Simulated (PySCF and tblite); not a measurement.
Molecule: C6H10FN, numbered as in [F:1][C@@:2]12[CH2:3][CH2:4][C@@H:5]1[CH2:6][NH:7][CH2:8]2; H named by carrier, a and b as here (out-of-plane angle 45°, Å):

```
F1      -0.552    1.480    1.716
C2      -0.275    0.778    0.565
C3       0.860    1.374   -0.278
C4       1.587    0.018   -0.236
C5       0.507   -0.540    0.714
C6      -0.429   -1.591    0.120
N7      -1.310   -0.897   -0.838
C8      -1.563    0.386   -0.165
H3a      1.383    2.166    0.253
H3b      0.566    1.738   -1.261
H4a      2.586    0.054    0.191
H4b      1.637   -0.496   -1.195
H5       0.853   -0.784    1.714
H6a     -1.057   -2.017    0.908
H6b      0.100   -2.402   -0.381
H7      -0.645   -0.619   -1.561
H8a     -1.894    1.136   -0.883
H8b     -2.352    0.244    0.580
```

The mean out-of-plane torsion at N7 (0° is planar) is held and the rest relaxed at GFN2-xTB. Energies: PBE0/pcSseg-1 + D3(BJ), IEF-PCM chloroform. Couplings: B3LYP/6-31G* with H pcJ-1 F pcJ-1 N pcJ-1, gas phase, for ¹H, ¹⁹F, ¹⁵N. Programs: tblite and PySCF.

One held structure gave ¹J(N7,H7) = -56.0, ³J(H7,H8b) = 8.8, ³J(H6a,H7) = 7.0, ³J(H7,H8a) = 0.1, ³J(F1,H8b) = 19.9, ³J(H6b,H7) = 0.1, ²J(N7,H8a) = -6.9, ²J(N7,H6b) = -6.0 Hz. Computed couplings to fluorine can be off by tens of per cent at such levels.

Question: At which out-of-plane angle was it held?
A. 28°
B. -44°
C. 0°
D. -27°
E. 45°

Answer: B. It lies 2.86 kcal/mol above the lowest point.
